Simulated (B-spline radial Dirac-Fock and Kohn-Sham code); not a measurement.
Successive ionisation energies of lead: Dirac-Fock against NIST

These are calculated numbers from an atomic code on a B-spline grid; the model is ΔSCF Dirac-Fock with Breit, self-energy and vacuum polarisation, finite nucleus, configuration average. Each value is the difference of the configuration-average energies of two neighbouring ions in their tabulated ground configurations. No correlation. NIST's values refer to the lowest levels; many for high charge states are themselves semi-empirical or theoretical. Where a p, d or f shell is open in either ion the computed value averages over both j values and all terms, while the table refers to the lowest levels; that difference holds spin-orbit splitting (largest in heavy or highly charged ions), term energies where several electrons share open shells, and correlation, and it can reach 10 % or more.

| ion | configuration | computed (eV) | NIST (eV) | kind | NIST − computed (eV) |
| --- | --- | --- | --- | --- | --- |
| Pb⁵¹⁺ | [Ar] 3d10 4s2 4p1 | 2922.8 | 3036 ± 4 | theoretical | +113.25 |
| Pb⁵²⁺ | [Ar] 3d10 4s2 | 3210.6 | 3211 ± 4 | theoretical | +0.41 |
| Pb⁵³⁺ | [Ar] 3d10 4s1 | 3282.2 | 3282.1 ± 2 | semi-empirical | -0.06 |
| Pb⁵⁴⁺ | [Ar] 3d10 | 5458.3 | 5414 ± 5 | theoretical | -44.28 |
| Pb⁵⁵⁺ | [Ar] 3d9 | 5606.5 | 5555 ± 5 | theoretical | -51.46 |
| Pb⁵⁶⁺ | [Ar] 3d8 | 5756.2 | 5703 ± 5 | theoretical | -53.23 |
| Pb⁵⁷⁺ | [Ar] 3d7 | 5907.6 | 5862 ± 6 | theoretical | -45.57 |
| Pb⁵⁸⁺ | [Ar] 3d6 | 6060.5 | 6015 ± 6 | theoretical | -45.49 |
| Pb⁵⁹⁺ | [Ar] 3d5 | 6215.0 | 6162 ± 7 | theoretical | -52.98 |
| Pb⁶⁰⁺ | [Ar] 3d4 | 6371.1 | 6442 ± 10 | theoretical | +70.95 |
| Pb⁶¹⁺ | [Ar] 3d3 | 6528.7 | 6597 ± 12 | theoretical | +68.30 |
| Pb⁶²⁺ | [Ar] 3d2 | 6687.9 | 6767 ± 15 | theoretical | +79.09 |
| Pb⁶³⁺ | [Ar] 3d1 | 6848.7 | 6924 ± 19 | theoretical | +75.30 |
| Pb⁶⁴⁺ | [Ne] 3s2 3p6 | 7553.9 | 7362 ± 24 | theoretical | -191.93 |
| Pb⁶⁵⁺ | [Ne] 3s2 3p5 | 7697.4 | 7500 ± 30 | theoretical | -197.41 |

Question: Where in this range is the largest relative jump, and why?

Answer: From Pb⁵³⁺ (3282.2 eV) to Pb⁵⁴⁺ (5458.3 eV), a factor of 1.66. The configuration goes from [Ar] 3d10 4s1 to [Ar] 3d10, so the next electron comes out of a deeper subshell.
